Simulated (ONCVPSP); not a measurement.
## Configuration tests for tungsten (ONCV)

```json
{"Element": "W", "Generator": "ONCVPSP 4.0.1", "Type": "optimised norm-conserving Vanderbilt (ONCV)", "Functional": "PBE", "Relativity": "scalar-relativistic", "Frozen core": "[Kr] 4d10 4f14", "Valence charge": "14", "Reference configuration": "5s2 5p6 5d4 6s1.75 6p0.25", "Partial waves": "5s+6s: rc 1.65 bohr, ncon 3, nbas 8, qcut 9.2 1/bohr, 2 projectors; 5p+6p: rc 1.65 bohr, ncon 3, nbas 7, qcut 8.2 1/bohr, 3 projectors, debl 2.9 Ha; 5d: rc 2.15 bohr, ncon 4, nbas 9, qcut 6.9 1/bohr, 2 projectors, debl 2.9 Ha", "Local potential": "polynomial inside 1.40 bohr (lpopt 5, dvloc0 0 Ha)", "Core correction": "none"}
```

Energies are relative to the spin-unpolarised reference configuration 5s2 5p6 5d4 6s1.75 6p0.25; without spin polarisation the order of configurations can differ from experiment.

Question: Give the all-electron excitation energy and the error of the potential for: 5s2 5p6 5d4 6s2 6p0; 5s2 5p6 5d4 6s1 6p0; 5s2 5p6 5d4 6s0 6p0; 5s2 5p6 5d4 6s0 6p2.

Answer:

| valence configuration | charge | ΔE all-electron (eV) | error AE − PS (meV) |
| --- | --- | --- | --- |
| 5s2 5p6 5d4 6s2 6p0 | 0 | -1.096 | +0.3 |
| 5s2 5p6 5d4 6s1 6p0 | +1 | 7.788 | -1.8 |
| 5s2 5p6 5d4 6s0 6p0 | +2 | 23.468 | +1.0 |
| 5s2 5p6 5d4 6s0 6p2 | 0 | 8.164 | +0.6 |

Levels in the configuration 5s2 5p6 5d4 6s0 6p0:

```json
{"level": "5s", "all-electron (eV)": "-95.153", "pseudo (eV)": "-95.165"}
{"level": "5p", "all-electron (eV)": "-59.300", "pseudo (eV)": "-59.305"}
{"level": "5d", "all-electron (eV)": "-19.881", "pseudo (eV)": "-19.873"}
```
